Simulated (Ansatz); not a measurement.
Ansatz (an electronic-structure program) input (B3LYP-D3(BJ)/def2-TZVP):

Ansatz 0.2 input:
```yaml
crystal:
  periodic: [false, false, false]
  atoms:
    - {symbol: Si, position_ang: [-1.52844235, -0.59639633, 0.07234357]}
    - {symbol: Ge, position_ang: [0.72022193, 0.28693164, -0.03474156]}
    - {symbol: H, position_ang: [-2.25016024, -0.03933995, -1.14584848]}
    - {symbol: H, position_ang: [-2.24052846, 0.21391062, 1.14543090]}
    - {symbol: H, position_ang: [1.41590051, -0.63460543, -1.13725411]}
    - {symbol: H, position_ang: [1.42587937, -0.37222897, 1.23659161]}
basis:
  gaussian:
    orbitals: def2-TZVP
hamiltonian:
  xc: b3lyp
  dispersion: d3bj
total_charge: -1
magnetization: {spin_polarized: true, initial_magnetization: 1}
phonons: {temperatures: {t_min: 298.15, t_max: 298.15, t_step: 100}}
```

Output:

```
Functional definition: B3LYP
integrals: 0.04 GiB planned
826 factors; their error is unknown
mean field: 0.50 GiB planned
mean field evaluation 1: about -64461.9096 eV, gradient 1.7e1 eV
mean field evaluation 2: about -64461.8757 eV, gradient 2.0e1 eV
mean field evaluation 4: about -64462.6775 eV, gradient 9.9e-1 eV
mean field evaluation 8: about -64462.9251 eV, gradient 8.8e-2 eV
mean field evaluation 16: about -64462.9252 eV, gradient 3.3e-5 eV
mean field -64462.92519121 eV, -2368.9688062369 hartree, gradient 3.3e-5 eV, S^2 0.759345; 0 other end points of the search recorded, 0 dependent functions left out
the calculation of the forces begins
reference -64462.92543922 eV, -2368.9688153510 hartree; 26, 25 occupied and 83, 84 virtual orbitals, 826 factors
these checks for a lower state are left out or cut short: stability, starts, cluster_reference, orbital_swaps, neighbouring_geometries, increment
integrals: 0.04 GiB planned
826 factors; their error is unknown
mean field: 0.50 GiB planned
mean field -64462.92516801 eV, -2368.9688053845 hartree, gradient 1.9e-6 eV, S^2 0.759326; 0 other end points of the search recorded, 0 dependent functions left out
the calculation of the forces begins
reference -64462.92541601 eV, -2368.9688144981 hartree; 26, 25 occupied and 83, 84 virtual orbitals, 826 factors
these checks for a lower state are left out or cut short: stability, starts, cluster_reference, orbital_swaps, neighbouring_geometries, increment
integrals: 0.04 GiB planned
826 factors; their error is unknown
mean field: 0.50 GiB planned
mean field evaluation 32: about -64462.9252 eV, gradient 2.5e-6 eV
mean field -64462.92515328 eV, -2368.9688048429 hartree, gradient 2.5e-6 eV, S^2 0.759364; 0 other end points of the search recorded, 0 dependent functions left out
the calculation of the forces begins
reference -64462.92540130 eV, -2368.9688139575 hartree; 26, 25 occupied and 83, 84 virtual orbitals, 826 factors
these checks for a lower state are left out or cut short: stability, starts, cluster_reference, orbital_swaps, neighbouring_geometries, increment
integrals: 0.04 GiB planned
826 factors; their error is unknown
mean field: 0.50 GiB planned
mean field -64462.92510002 eV, -2368.9688028859 hartree, gradient 1.5e-6 eV, S^2 0.759325; 0 other end points of the search recorded, 0 dependent functions left out
the calculation of the forces begins
reference -64462.92534800 eV, -2368.9688119989 hartree; 26, 25 occupied and 83, 84 virtual orbitals, 826 factors
these checks for a lower state are left out or cut short: stability, starts, cluster_reference, orbital_swaps, neighbouring_geometries, increment
integrals: 0.04 GiB planned
826 factors; their error is unknown
mean field: 0.50 GiB planned
mean field -64462.92517788 eV, -2368.9688057472 hartree, gradient 1.7e-6 eV, S^2 0.759365; 0 other end points of the search recorded, 0 dependent functions left out
the calculation of the forces begins
reference -64462.92542592 eV, -2368.9688148624 hartree; 26, 25 occupied and 83, 84 virtual orbitals, 826 factors
these checks for a lower state are left out or cut short: stability, starts, cluster_reference, orbital_swaps, neighbouring_geometries, increment
integrals: 0.04 GiB planned
826 factors; their error is unknown
mean field: 0.50 GiB planned
mean field -64462.92514779 eV, -2368.9688046412 hartree, gradient 6.8e-7 eV, S^2 0.759350; 0 other end points of the search recorded, 0 dependent functions left out
the calculation of the forces begins
reference -64462.92539583 eV, -2368.9688137564 hartree; 26, 25 occupied and 83, 84 virtual orbitals, 826 factors
these checks for a lower state are left out or cut short: stability, starts, cluster_reference, orbital_swaps, neighbouring_geometries, increment
integrals: 0.04 GiB planned
826 factors; their error is unknown
mean field: 0.50 GiB planned
mean field -64462.92517637 eV, -2368.9688056915 hartree, gradient 6.3e-7 eV, S^2 0.759340; 0 other end points of the search recorded, 0 dependent functions left out
the calculation of the forces begins
reference -64462.92542435 eV, -2368.9688148045 hartree; 26, 25 occupied and 83, 84 virtual orbitals, 826 factors
these checks for a lower state are left out or cut short: stability, starts, cluster_reference, orbital_swaps, neighbouring_geometries, increment
integrals: 0.04 GiB planned
826 factors; their error is unknown
mean field: 0.50 GiB planned
mean field evaluation 64: about -64462.9252 eV, gradient 1.4e-6 eV
mean field -64462.92518646 eV, -2368.9688060622 hartree, gradient 1.4e-6 eV, S^2 0.759362; 0 other end points of the search recorded, 0 dependent functions left out
the calculation of the forces begins
reference -64462.92543448 eV, -2368.9688151769 hartree; 26, 25 occupied and 83, 84 virtual orbitals, 826 factors
these checks for a lower state are left out or cut short: stability, starts, cluster_reference, orbital_swaps, neighbouring_geometries, increment
integrals: 0.04 GiB planned
826 factors; their error is unknown
mean field: 0.50 GiB planned
mean field -64462.92510633 eV, -2368.9688031178 hartree, gradient 1.3e-6 eV, S^2 0.759328; 0 other end points of the search recorded, 0 dependent functions left out
the calculation of the forces begins
reference -64462.92535433 eV, -2368.9688122313 hartree; 26, 25 occupied and 83, 84 virtual orbitals, 826 factors
these checks for a lower state are left out or cut short: stability, starts, cluster_reference, orbital_swaps, neighbouring_geometries, increment
integrals: 0.04 GiB planned
826 factors; their error is unknown
mean field: 0.50 GiB planned
mean field -64462.92515663 eV, -2368.9688049662 hartree, gradient 2.2e-6 eV, S^2 0.759348; 0 other end points of the search recorded, 0 dependent functions left out
the calculation of the forces begins
reference -64462.92540463 eV, -2368.9688140801 hartree; 26, 25 occupied and 83, 84 virtual orbitals, 826 factors
these checks for a lower state are left out or cut short: stability, starts, cluster_reference, orbital_swaps, neighbouring_geometries, increment
integrals: 0.04 GiB planned
826 factors; their error is unknown
mean field: 0.50 GiB planned
mean field -64462.92519846 eV, -2368.9688065035 hartree, gradient 2.5e-6 eV, S^2 0.759342; 0 other end points of the search recorded, 0 dependent functions left out
the calculation of the forces begins
reference -64462.92544648 eV, -2368.9688156178 hartree; 26, 25 occupied and 83, 84 virtual orbitals, 826 factors
these checks for a lower state are left out or cut short: stability, starts, cluster_reference, orbital_swaps, neighbouring_geometries, increment
integrals: 0.04 GiB planned
826 factors; their error is unknown
mean field: 0.50 GiB planned
mean field -64462.92517754 eV, -2368.9688057346 hartree, gradient 2.4e-6 eV, S^2 0.759349; 0 other end points of the search recorded, 0 dependent functions left out
the calculation of the forces begins
reference -64462.92542555 eV, -2368.9688148488 hartree; 26, 25 occupied and 83, 84 virtual orbitals, 826 factors
these checks for a lower state are left out or cut short: stability, starts, cluster_reference, orbital_swaps, neighbouring_geometries, increment
integrals: 0.04 GiB planned
826 factors; their error is unknown
mean field: 0.50 GiB planned
mean field -64462.92518876 eV, -2368.9688061469 hartree, gradient 2.4e-6 eV, S^2 0.759341; 0 other end points of the search recorded, 0 dependent functions left out
the calculation of the forces begins
reference -64462.92543677 eV, -2368.9688152610 hartree; 26, 25 occupied and 83, 84 virtual orbitals, 826 factors
these checks for a lower state are left out or cut short: stability, starts, cluster_reference, orbital_swaps, neighbouring_geometries, increment
integrals: 0.04 GiB planned
826 factors; their error is unknown
mean field: 0.50 GiB planned
mean field evaluation 96: about -64462.9251 eV, gradient 4.0e-2 eV
mean field -64462.92515555 eV, -2368.9688049266 hartree, gradient 1.7e-6 eV, S^2 0.759345; 0 other end points of the search recorded, 0 dependent functions left out
the calculation of the forces begins
reference -64462.92540356 eV, -2368.9688140407 hartree; 26, 25 occupied and 83, 84 virtual orbitals, 826 factors
these checks for a lower state are left out or cut short: stability, starts, cluster_reference, orbital_swaps, neighbouring_geometries, increment
integrals: 0.04 GiB planned
826 factors; their error is unknown
mean field: 0.50 GiB planned
mean field -64462.92516448 eV, -2368.9688052547 hartree, gradient 1.7e-6 eV, S^2 0.759346; 0 other end points of the search recorded, 0 dependent functions left out
the calculation of the forces begins
reference -64462.92541249 eV, -2368.9688143688 hartree; 26, 25 occupied and 83, 84 virtual orbitals, 826 factors
these checks for a lower state are left out or cut short: stability, starts, cluster_reference, orbital_swaps, neighbouring_geometries, increment
integrals: 0.04 GiB planned
826 factors; their error is unknown
mean field: 0.50 GiB planned
mean field -64462.92520063 eV, -2368.9688065830 hartree, gradient 1.7e-6 eV, S^2 0.759344; 0 other end points of the search recorded, 0 dependent functions left out
the calculation of the forces begins
reference -64462.92544865 eV, -2368.9688156977 hartree; 26, 25 occupied and 83, 84 virtual orbitals, 826 factors
these checks for a lower state are left out or cut short: stability, starts, cluster_reference, orbital_swaps, neighbouring_geometries, increment
integrals: 0.04 GiB planned
826 factors; their error is unknown
mean field: 0.50 GiB planned
mean field -64462.92516042 eV, -2368.9688051055 hartree, gradient 1.7e-6 eV, S^2 0.759346; 0 other end points of the search recorded, 0 dependent functions left out
the calculation of the forces begins
reference -64462.92540841 eV, -2368.9688142190 hartree; 26, 25 occupied and 83, 84 virtual orbitals, 826 factors
these checks for a lower state are left out or cut short: stability, starts, cluster_reference, orbital_swaps, neighbouring_geometries, increment
integrals: 0.04 GiB planned
826 factors; their error is unknown
mean field: 0.50 GiB planned
mean field -64462.92518558 eV, -2368.9688060301 hartree, gradient 1.5e-6 eV, S^2 0.759348; 0 other end points of the search recorded, 0 dependent functions left out
the calculation of the forces begins
reference -64462.92543358 eV, -2368.9688151438 hartree; 26, 25 occupied and 83, 84 virtual orbitals, 826 factors
these checks for a lower state are left out or cut short: stability, starts, cluster_reference, orbital_swaps, neighbouring_geometries, increment
integrals: 0.04 GiB planned
826 factors; their error is unknown
mean field: 0.50 GiB planned
mean field evaluation 128: about -64462.9252 eV, gradient 2.6e-5 eV
mean field -64462.92516903 eV, -2368.9688054219 hartree, gradient 1.4e-6 eV, S^2 0.759342; 0 other end points of the search recorded, 0 dependent functions left out
the calculation of the forces begins
reference -64462.92541705 eV, -2368.9688145364 hartree; 26, 25 occupied and 83, 84 virtual orbitals, 826 factors
these checks for a lower state are left out or cut short: stability, starts, cluster_reference, orbital_swaps, neighbouring_geometries, increment
integrals: 0.04 GiB planned
826 factors; their error is unknown
mean field: 0.50 GiB planned
mean field -64462.92516692 eV, -2368.9688053444 hartree, gradient 1.5e-6 eV, S^2 0.759345; 0 other end points of the search recorded, 0 dependent functions left out
the calculation of the forces begins
reference -64462.92541491 eV, -2368.9688144577 hartree; 26, 25 occupied and 83, 84 virtual orbitals, 826 factors
these checks for a lower state are left out or cut short: stability, starts, cluster_reference, orbital_swaps, neighbouring_geometries, increment
integrals: 0.04 GiB planned
826 factors; their error is unknown
mean field: 0.50 GiB planned
mean field -64462.92517272 eV, -2368.9688055572 hartree, gradient 1.4e-6 eV, S^2 0.759345; 0 other end points of the search recorded, 0 dependent functions left out
the calculation of the forces begins
reference -64462.92542075 eV, -2368.9688146722 hartree; 26, 25 occupied and 83, 84 virtual orbitals, 826 factors
Total energy: -64463.14543139 eV, -2368.9768999144 hartree
Atom 0 at    -1.528442    -0.596396     0.072344 Å, force    -0.000058    -0.000320     0.000036 eV/Å
Atom 1 at     0.720222     0.286932    -0.034742 Å, force     0.000496    -0.000438     0.000046 eV/Å
Atom 2 at    -2.250160    -0.039340    -1.145848 Å, force    -0.000186     0.000108    -0.000369 eV/Å
Atom 3 at    -2.240528     0.213911     1.145431 Å, force    -0.000183     0.000186     0.000338 eV/Å
Atom 4 at     1.415901    -0.634605    -1.137254 Å, force    -0.000035     0.000228    -0.000066 eV/Å
Atom 5 at     1.425879    -0.372229     1.236592 Å, force    -0.000034     0.000237     0.000015 eV/Å
Dipole moment:     0.333510     0.216623    -0.025345 e Å
Vibrations: 187.06 294.87 339.63 434.87 638.94 654.84 865.73 940.21 1833.25 1845.71 1995.26 2000.19 cm⁻¹, zero-point energy 0.745800 eV
```
